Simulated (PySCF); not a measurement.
## Exercise with solution: oscillator strength and radiative lifetime

ClF3H2OSi2, SMILES F[Si](F)(F)O[SiH2]Cl.

The structure is a stationary point at B3LYP-D3(BJ)/def2-SVP. This is a generated structure with no PubChem entry under its InChIKey; it may be hypothetical. One conformer was computed; it need not be the lowest.

TDDFT-PBE/def2-SVPD in PySCF puts the first singlet state with f over 0.02 at 7.27 eV (vertical), with the transition dipole (-0.136, 0.306, -0.259) in atomic units.

Task: Find the oscillator strength, the wavelength and the radiative lifetime that this transition would have in vacuum if emission retraced absorption.

Result: 
|μ|² = 0.1792 au, so |μ| = 1.08 D. ΔE = 7.27/27.211 = 0.2672 hartree. f = (2/3) ΔE |μ|² = 0.032 (the program prints 0.032).
λ = 1239.84/7.27 = 171 nm; ν = 58636 cm⁻¹.
Einstein's coefficient A = 0.6670 ν² f s⁻¹ (ν in cm⁻¹) = 7.3e7 s⁻¹, so τ = 1/A = 14 ns. This state is S3; the lower singlets have f = 0.000, 0.014. The figure is the radiative limit of this one transition; relaxation, internal conversion, crossing to triplets and a medium change what is measured.
